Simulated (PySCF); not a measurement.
Results of a calculation; reference values are marked as such.
**Al3H2O7**

Al3H2O7 is a small molecule (built as: end group OO), neutral, doublet. The structure, one conformer, was relaxed in the gas phase by PBE0-D3(BJ)/def2-SVP. No frequency run checks that it is a minimum.

SMILES: [O][O][Al]1[O][Al]([OH])[O][Al]([OH])[O]1

Coordinates in Å:
```
O1      0.718   -1.207    0.880
Al2    -0.173   -0.048    1.776
O3     -0.334   -0.086    3.457
O4     -0.899    1.170    0.832
Al5    -0.814    1.328   -0.861
O6     -1.568    2.600   -1.678
O7      0.096    0.103   -1.642
Al8     0.875   -1.158   -0.812
O9      1.257   -2.731   -1.727
O10     2.350   -1.971   -1.602
H11     0.059   -0.755    4.019
H12    -1.528    2.728   -2.626
```

EPR values by unrestricted B3LYP, IGLO-III on Al O, pcH-1 on H.

Q: Predict g and the largest hyperfine couplings. Where does the spin sit?

A: g = 2.0020, 2.0090, 2.0302. The spin sits on O10 (51 %, bonded to 1 Al + 1 O), O9 (51 %, bonded to 1 Al + 1 O) by Mulliken populations.
```csv
atom,isotope,isotropic (MHz),"dipolar, principal values (MHz)"
O10,17O,-42.7,"-177.4, 86.7, 90.8"
O9,17O,-42.6,"-177.2, 86.5, 90.6"
Al8,27Al,-17.9,"-2.5, -1.5, 4.0"
O7,17O,1.6,"-0.5, 0.0, 0.6"
O1,17O,1.6,"-0.5, 0.0, 0.6"
Al5,27Al,-0.8,"-0.2, -0.1, 0.3"
```
